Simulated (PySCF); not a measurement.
**Polarisability and C₆ of Sr (strontium, neutral)**

[Kr] 5s1 5p1, high-spin 3P determinant (an excited configuration). Computed with PySCF 2.14 in ANO-RCC-VTZP (7s6p3d1f, 47 functions), with the spin-free X2C one-electron Hamiltonian (Gaussian nucleus). Coupled (time-dependent) response in atomic units; α is the mean over directions. The basis has no added diffuse functions, which lowers α and C₆.

```csv
method,mean α (bohr³),"α xx, yy, zz",C₆ (like pair),S(−4)
UHF,213.3,"226.6, 186.6, 226.6",2468,71420
r2SCAN0,594.5,"717.1, 349.5, 717.1",3830,9158000
```

S(−4) is the Cauchy moment in α(ω) = α(0) + S(−4) ω² + …

Spin-orbit coupling is absent.

α(iu) at UHF:

| u (hartree) | α(iu) (bohr³) |
| --- | --- |
| 0 | 213.3 |
| 0.0500 | 131.9 |
| 0.100 | 75.91 |
| 0.200 | 34.71 |
| 0.300 | 21.49 |
| 0.500 | 12.38 |
| 0.750 | 8.072 |
| 1.00 | 5.797 |
| 1.50 | 3.401 |
| 2.00 | 2.215 |
| 3.00 | 1.140 |
| 5.00 | 0.4627 |

A single London oscillator, α(iu) = α/(1 + u²/ω²), gives C₆ = (3/4) ω α². Matching the computed C₆ needs ω = 4 × 2468 / (3 × 213.3²) = 0.0723 hartree.

The components differ because the open shell of this determinant is not spherical; for a pure term their mean is the scalar polarisability.
